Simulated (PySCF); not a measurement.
C5H12BNP2.
Z-matrix (Å and degrees, PBE0-D3(BJ)/def2-SVP geometry), rows numbered from 1:
```
C 
C   1  1.3343
C   2  1.4918  1  124.42
P   3  1.8398  2  114.58  1   103.53
C   4  1.8177  3  106.41  2    52.24
P   4  2.2034  3  104.82  2   -58.34
B   4  1.9381  3  111.44  2   175.22
C   7  1.5691  4  101.66  3   -60.51
N   8  1.1628  7  173.77  4     2.68
H   1  1.0925  2  121.34  3  -178.96
H   1  1.0950  2  121.56  3     1.56
H   2  1.0962  1  119.11  3   178.96
H   3  1.1041  2  112.45  1  -137.60
H   3  1.1019  2  112.00  1   -16.95
H   5  1.1009  4  107.61  3    65.62
H   5  1.0984  4  111.96  3   -55.83
H   5  1.0994  4  108.78  3  -177.27
H   6  1.4292  4   91.18  3  -168.10
H   6  1.4292  4   91.82  3   -75.19
H   7  1.2199  4  106.00  3    58.73
H   7  1.2197  4  106.15  3  -179.98
```

Level: PBE0/pcSseg-1 in PySCF, non-relativistic, on one gas-phase PBE0-D3(BJ)/def2-SVP geometry that isn't relaxed in the solvent. The solvent is an IEF-PCM continuum (Bondi radii, 1.10 Å for H, scaled by 1.2). The model holds no explicit solvent molecules, cavitation or dispersion.

Gas phase at PBE0/pcSseg-1: HOMO -7.90 eV, LUMO -0.97 eV, dipole 6.70 D.

**Question.** What does the continuum do to the energy, the frontier levels and the dipole at PBE0/pcSseg-1 in chloroform and acetone?

**Answer.** 
```json
{"solvent": "chloroform", "ε": "4.711", "E(solvent) − E(gas) (kcal/mol)": "-9.49", "polarisation term (kcal/mol)": "-10.73", "distortion of the solute (kcal/mol)": "1.24", "HOMO (eV)": "-7.68", "LUMO (eV)": "-0.68", "dipole (D)": "8.00"}
{"solvent": "acetone", "ε": "20.49", "E(solvent) − E(gas) (kcal/mol)": "-12.53", "polarisation term (kcal/mol)": "-14.72", "distortion of the solute (kcal/mol)": "2.19", "HOMO (eV)": "-7.60", "LUMO (eV)": "-0.62", "dipole (D)": "8.40"}
```

The polarisation term is half the interaction of the solute with the surface charges that it induces; the rest is the cost of distorting the solute's density. The sum is the electrostatic part of solvation alone. From chloroform to acetone the lowering changes by a factor 1.32, Onsager's factor (ε − 1)/(2ε + 1) by 1.30 and ε itself by 4.3.

**Question.** Which radius a makes the point-dipole formula ΔE = −[(ε − 1)/(2ε + 1)]·μ²/a³ give the value in acetone, with the gas-phase dipole?

**Answer.** μ = 2.636 au and |ΔE| = 0.01997 Eh give a = 2.88 Å; the farthest nucleus lies 4.07 Å from the centroid of the nuclei, so such a sphere wouldn't even hold the nuclei. The formula assumes a rigid point dipole at the centre of a sphere.

**Question.** Which Hirshfeld charges (PBE0/pcSseg-1) respond most in acetone (means over atoms taken as equivalent)?

**Answer.** 
```json
{"atoms": "N9", "environment": "cyano nitrogen", "gas (e)": "-0.265", "solvent (e)": "-0.323", "change": "-0.058"}
{"atoms": "P4", "environment": "phosphorus bonded to B, 2 C and P", "gas (e)": "+0.332", "solvent (e)": "+0.342", "change": "+0.010"}
{"atoms": "H18/H19", "environment": "P–H hydrogen", "gas (e)": "+0.008", "solvent (e)": "+0.018", "change": "+0.010"}
{"atoms": "P6", "environment": "three-coordinate phosphorus", "gas (e)": "+0.076", "solvent (e)": "+0.084", "change": "+0.008"}
{"atoms": "B7", "environment": "four-coordinate boron", "gas (e)": "-0.091", "solvent (e)": "-0.099", "change": "-0.008"}
{"atoms": "H14", "environment": "methylene hydrogen", "gas (e)": "+0.058", "solvent (e)": "+0.065", "change": "+0.007"}
{"atoms": "C8", "environment": "cyano carbon", "gas (e)": "-0.007", "solvent (e)": "-0.001", "change": "+0.006"}
{"atoms": "H12", "environment": "vinylic hydrogen", "gas (e)": "+0.050", "solvent (e)": "+0.056", "change": "+0.006"}
{"atoms": "C1", "environment": "terminal =CH2 carbon", "gas (e)": "-0.092", "solvent (e)": "-0.097", "change": "-0.005"}
{"atoms": "H15/H16/H17", "environment": "methyl hydrogen", "gas (e)": "+0.059", "solvent (e)": "+0.063", "change": "+0.004"}
{"atoms": "H11", "environment": "vinylic hydrogen", "gas (e)": "+0.048", "solvent (e)": "+0.052", "change": "+0.004"}
{"atoms": "C5", "environment": "sp3 carbon bound to phosphorus", "gas (e)": "-0.145", "solvent (e)": "-0.141", "change": "+0.004"}
```

**Question.** Which Mayer bond orders change most in acetone?

**Answer.** 
| bond | length (Å) | gas | solvent | change |
| --- | --- | --- | --- | --- |
| P4–B7 | 1.938 | 0.723 | 0.753 | +0.030 |
| C8–N9 | 1.163 | 2.907 | 2.919 | +0.012 |
| P4–C5 | 1.818 | 0.978 | 0.986 | +0.008 |
| C3–H14 | 1.102 | 0.934 | 0.927 | -0.007 |
| P4–P6 | 2.203 | 0.999 | 1.005 | +0.006 |
| C5–H16 | 1.098 | 0.936 | 0.931 | -0.005 |
| C5–H17 | 1.099 | 0.944 | 0.939 | -0.005 |
| C1–H11 | 1.095 | 0.954 | 0.950 | -0.004 |

**Question.** How do the nuclear quadrupole coupling constants eQVzz/h respond in acetone?

**Answer.** 
```json
{"nucleus": "11B at B7", "Q (barn)": "0.04059", "gas (MHz)": "1.41", "solvent (MHz)": "1.21", "η gas": "0.72", "η solvent": "0.90"}
{"nucleus": "14N at N9", "Q (barn)": "0.02044", "gas (MHz)": "-4.79", "solvent (MHz)": "-4.41", "η gas": "0.08", "η solvent": "0.05"}
```
